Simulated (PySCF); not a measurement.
Compound: C2H8AlAsS.
Structure used (PBE0-D3(BJ)/def2-SVP), in Å, numbered top down from 1:
```xyz
13
C2H8AlAsS angstrom
C     -2.805   -0.030    0.158
S     -2.218   -0.292   -1.554
Al    -0.060   -0.483   -1.306
As     0.844   -0.438    0.950
C      2.718    0.029    0.485
H     -2.343   -0.734    0.863
H     -3.891   -0.197    0.157
H     -2.608    0.999    0.487
H      0.785   -0.732   -2.628
H      0.334    0.990    1.142
H      3.251    0.284    1.411
H      3.194   -0.860    0.047
H      2.805    0.864   -0.222
```

Method: PBE0-D3(BJ)/def2-SVP geometry optimisation, gas phase (PySCF 2.14.0).

Task: Which atoms are bound to Al3, and at what distances?

Result: 3 atoms: H9 1.588 Å, S2 2.181 Å, As4 2.430 Å. The nearest atom not counted as bound is H10, at 2.88 Å.

Task: List the angles at Al3.

Result: 
| angle | degrees | distance of the outer atoms (Å) |
| --- | --- | --- |
| As4–Al3–H9 | 125.3 | 3.59 |
| S2–Al3–As4 | 118.2 | 3.96 |
| S2–Al3–H9 | 116.4 | 3.22 |

Task: What is the shape at Al3?

Result: Planar: angles 125.3°, 118.2° and 116.4°, sum 359.9°, 0.04 Å off the plane of its three neighbours.

Task: What are the other bond lengths?

Result: C1–S2 1.829 Å; As4–C5 1.986 Å; C1–H6, C1–H7, C1–H8 1.098 Å; As4–H10 1.529 Å; C5–H11, C5–H12, C5–H13 1.098 Å.

Task: Give some angles away from the centre.

Result: C1–S2–Al3 102.9°, Al3–As4–C5 97.9°.

Task: What are the rotational constants (commonest isotopes, rigid rotor)?

Result: A = 4241, B = 907.8, C = 770.2 MHz: a near-prolate asymmetric top.

Point group: C1 (no symmetry element, even within 0.4 Å). Charge 0, singlet. Stationary, but not proved a minimum.

The run took 2.7 min of wall time on an Arm Neoverse V1 with one thread (shared host), and the process peaked at 0.58 GiB of memory. These figures are those of the optimisation.

One conformer stands for the species.
